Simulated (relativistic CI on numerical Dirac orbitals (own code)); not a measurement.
**Fe XI: sensitivity of the levels to the model**

Base calculation: Dirac-Coulomb-Breit CI, KLI orbitals optimised for each configuration, model QED, unscaled Slater integrals.

Configuration list (outside the closed core [Ne]): 3s²3p⁴, 3s3p⁵, 3p⁶, 3s²3p³3d, 3s3p⁴3d, 3p⁵3d, 3s3p³3d², 3s²3p³4s, 3s²3p³4p, 3s²3p²3d4p, 3p⁵4s, 3p⁵4p, 3s²3p³4d, 3s²3p²3d², 3s²3p3d³, 3s3p²3d³, 3s²3p3d²4s, 3s²3p3d²4p, 3s²3p3d²4d, 3s²3p²3d4s, 3s3p²3d²4s, 3s²3p3d4s², 3s²3p3d4s4p, 3s²3p3d4s4d. Double excitations out of closed p, d and f shells are left out; levels of such configurations are missing from the list, as are those of other unlisted configurations, and high levels can miss mixing partners.

The lowest level and the first level of each name with at least 55 % of one term (blank where a level has no safe partner in the second run):

| Level | Base (cm⁻¹) | Shift (cm⁻¹) |
| --- | --- | --- |
| 3s²3p⁴ ³P2 | 0 | 0 |
| 3s²3p⁴ ³P1 | 12516 | +319 |
| 3s²3p⁴ ³P0 | 14247 | +260 |
| 3s²3p⁴ ¹D2 | 39989 | +314 |
| 3s²3p⁴ ¹S0 | 81729 | +374 |
| 3s3p⁵ ³P°2 | 279960 | +124 |
| 3s3p⁵ ³P°1 | 289578 | +344 |
| 3s3p⁵ ³P°0 | 295503 | +466 |
| 3s3p⁵ ¹P°1 | 364176 | +461 |
| 3s²3p³3d ⁵D°0 | 387952 | +644 |
| 3s²3p³3d ⁵D°1 | 388135 | +688 |
| 3s²3p³3d ⁵D°2 | 388356 | +758 |
| 3s²3p³3d ⁵D°3 | 388688 | +855 |
| 3s²3p³3d ⁵D°4 | 389593 | +989 |

At this charge energies of transitions that change n are usually good to better than 1 %, and those within a shell (Δn = 0) to a few per cent.

**Question.** One thing was changed in a second run, which moved the levels as shown. Which?
A. QED terms removed
B. Breit term removed
C. configuration mixing switched off
D. non-relativistic limit

**Answer.** B. Breit term removed. The Breit term mainly narrows fine-structure intervals, so removing it widens them.

LS names give the leading component of a level, which can be under half, so a name can repeat, a term be missing and a line seem to break the LS rules.
